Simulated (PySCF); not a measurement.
From one molecule to another.

First species: anisole, C7H8O.
Bonds: C1–O2, O2–C3, C3–C4 (aromatic), C4–C5 (aromatic), C5–C6 (aromatic), C6–C7 (aromatic), C7–C8 (aromatic), C3–C8 (aromatic). Hydrogens: H9, H10, H11 on C1; H12 on C4; H13 on C5; H14 on C6; H15 on C7; H16 on C8.

Second species: C6H10OSi.
SMILES: `[SiH3]O[C@@]12C=CC[C@@H]1C2`

Levels: CAM-B3LYP/def2-SVPD for HOMO energy, LUMO energy, HOMO–LUMO gap and static isotropic polarisability; TDDFT CAM-B3LYP/def2-SVPD for lowest singlet excitation; TDA CAM-B3LYP/def2-SVPD for lowest triplet excitation (Tamm–Dancoff). Geometries: GFN2-xTB. Each structure is a single optimised conformer of the isolated species, non-relativistic unless stated. Electronic properties by PySCF.

The conformers computed, where there is a choice (atom-mapped SMILES and torsion angles):
- `[CH3:1][O:2][c:3]1[cH:4][cH:5][cH:6][cH:7][cH:8]1`: C1–O2–C3–C4 180°

The conformers of `[SiH3]O[C@@]12C=CC[C@@H]1C2` aren't listed.

Values for the first species:

- HOMO energy: -7.68 eV
- LUMO energy: 0.87 eV
- HOMO–LUMO gap: 8.55 eV
- Lowest singlet excitation: 5.26 eV
- Lowest triplet excitation (Tamm–Dancoff): 4.08 eV
- Static isotropic polarisability: 84.4 au

Q: Estimate the same properties for the second species, and the change in each.

A: 
| property | first | second | second less first |
| --- | --- | --- | --- |
| HOMO energy | -7.68 eV | -8.03 eV | -0.35 eV |
| LUMO energy | 0.87 eV | 1.01 eV | +0.14 eV |
| HOMO–LUMO gap | 8.55 eV | 9.04 eV | +0.49 eV |
| lowest singlet excitation | 5.26 eV | 6.02 eV | +0.76 eV |
| lowest triplet excitation (Tamm–Dancoff) | 4.08 eV | 4.12 eV | +0.04 eV |
| static isotropic polarisability | 84.4 au | 91.4 au | +7.0 au |

On the first: No computed singlet falls in the visible range (750 to 380 nm, 1.65 to 3.26 eV); S1 lies 2.00 eV above its blue end. The principal polarisabilities are 53.9, 89.1 and 110.4 au; their mean is the isotropic value.

On the second: No computed singlet falls in the visible range (750 to 380 nm, 1.65 to 3.26 eV); S1 lies 2.76 eV above its blue end. In wavenumbers S1 is 48600 cm⁻¹ (1 eV = 8065.54 cm⁻¹).
